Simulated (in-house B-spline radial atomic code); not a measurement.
Whole-atom quantities along the 60-electron series, configuration 1s2 2s2 2p6 3s2 3p6 3d10 4s2 4p6 4d10 4f5/2(6) 4f7/2(7) 5s1. Breit and QED terms are first order and not part of the total energy; the density at the nucleus is averaged over the nuclear charge. Computed with a radial B-spline atomic code at the basis-set limit: Dirac-Hartree-Fock, jj configuration that fills j = l - 1/2 first, finite nuclei.

```csv
ion,Z,E/Z² (Eh),Σ<r²> (bohr²),n(0)/Z³ (bohr⁻³),Lamb diamagnetic shielding (ppm),repulsion over attraction,Breit energy (eV),self-energy (eV),vacuum polarisation (eV)
Hg20+,80,-3.0461,8.2169,4.1078,10667.4,0.12679,600.51,516.59,-101.6
Tl21+,81,-3.0638,7.8277,4.2862,10871.2,0.12536,627.27,542.83,-108.35
Pb22+,82,-3.0815,7.4673,4.4696,11077.4,0.12394,654.91,570.24,-115.51
Bi23+,83,-3.0991,7.1327,4.6653,11286.3,0.12253,683.46,598.85,-123.13
```
